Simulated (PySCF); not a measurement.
A structure optimised at PBE-D3(BJ)/def2-SVP, used in a PySCF frequency run:

```
Zn
N 1 2.0759
H 2 1.0350 1 114.04
H 2 1.0350 3 104.54 1 125.21
H 2 1.0350 3 104.54 4 109.58
N 1 2.0759 2 109.47 3 -60.00
H 6 1.0350 1 114.04 2 60.00
H 6 1.0350 7 104.54 1 -125.21
H 6 1.0350 7 104.54 8 -109.58
N 1 2.0759 2 109.47 3 -180.00
H 10 1.0350 1 114.04 2 -60.00
H 10 1.0350 11 104.54 1 125.21
H 10 1.0350 11 104.54 12 109.58
N 1 2.0759 2 109.47 3 60.00
H 14 1.0350 1 114.04 2 60.00
H 14 1.0350 15 104.54 1 -125.21
H 14 1.0350 15 104.54 16 -109.58
```
Charge +2, spin multiplicity 1.

Question: Write its SMILES, formula and point group.

Answer: [NH3]->[Zn+2](<-[NH3])(<-[NH3])<-[NH3], H12N4Zn, Td

Question: What are its rotational constants (standard atomic weights)?

Answer: 2.3133, 2.3133, 2.3133 GHz
